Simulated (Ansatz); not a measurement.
Ga(NH3)2H3 (GaN₂H₉), relaxed as a singlet with RKS PBE-D4/def2-SVP in Ansatz, starting from the GFN1-xTB geometry. Force threshold 0.02 eV/Å.

Start:

```xyz
12

Ga   -0.0004    0.0014   -0.0013
N    -1.8439    0.7048   -1.4642
H    -1.6567    1.5984   -1.8925
H    -2.7115    0.7908   -0.9574
H    -1.9967    0.0424   -2.2093
N     1.8441   -0.7044    1.4647
H     2.6117   -0.0509    1.4414
H     2.2096   -1.6050    1.1958
H     1.5426   -0.7780    2.4241
H    -0.7998   -1.2657    0.3988
H    -0.1530    1.3062    0.8230
H     0.9539   -0.0401   -1.2231
```

Q: Estimate the energy that the relaxation releases and the steps that it takes.

A: 2.7 kcal/mol, in 4 steps; 8 s on 2 threads of Arm Neoverse V1 on a shared host. No frequencies were taken in this run, so the end may be a saddle point.

Q: Does the start keep its bonding and symmetry?

A: By distances, no bond broke or formed. The bond that changes most is Ga1–N6, from 2.46 to 2.35 Å (atoms count from 1). Point group D3 at the start, D3h at the end, both within 0.05 Å; within 0.015 Å the end is C3h.

Q: Predict the relaxed structure.

A: 
Cartesian coordinates in Å:
```
Ga 0.000 0.000 0.000
N -1.766 0.675 -1.404
H -1.563 1.573 -1.861
H -2.642 0.790 -0.879
H -1.942 -0.013 -2.147
N 1.766 -0.675 1.404
H 2.539 0.002 1.390
H 2.150 -1.584 1.117
H 1.458 -0.768 2.380
H -0.824 -1.310 0.407
H -0.163 1.345 0.852
H 0.987 -0.035 -1.259
```
Bond lengths: 6 × H–N 1.03 Å; 3 × Ga–H 1.60 Å.
